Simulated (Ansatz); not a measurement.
System: sum formula H$_{2}$BO$_{3}$, charge 0, multiplicity 2. It need not be the lowest isomer of its formula. 
Geometry from a B3LYP-D3(BJ)/def2-TZVP (Ansatz, a first-principles code) optimisation:
```
B
O 1 1.3667
H 2 0.9606 1 116.04
O 1 1.3667 2 128.26 3 8.79
H 4 0.9606 1 116.04 2 8.79
O 1 1.3782 2 115.87 3 -171.21
```
Charge 0, spin multiplicity 2.

Quantity: atomisation energy (electronic, to ground-state atoms), in kJ/mol. Cores are frozen in the correlated levels unless marked. Open shells are spin-unrestricted. No spin-orbit coupling. No relativistic terms. The coupled-cluster limit lacks core correlation, which all-electron functionals hold. CBS(X,Y): correlation extrapolated as X^-3; Hartree-Fock from the larger set. The bracket is a focal-point correction in the basis named.

| level | program | atomisation energy (kJ/mol) |
|---|---|---|
| HF/aug-cc-pVDZ | Ansatz | 1760.0 |

### Question
Estimate the value at RI-MP2/CBS(cc-pVTZ,cc-pVQZ)+[CCSD(T)-MP2]/cc-pVTZ as computed with Ansatz.

### Answer
2525.3 kJ/mol
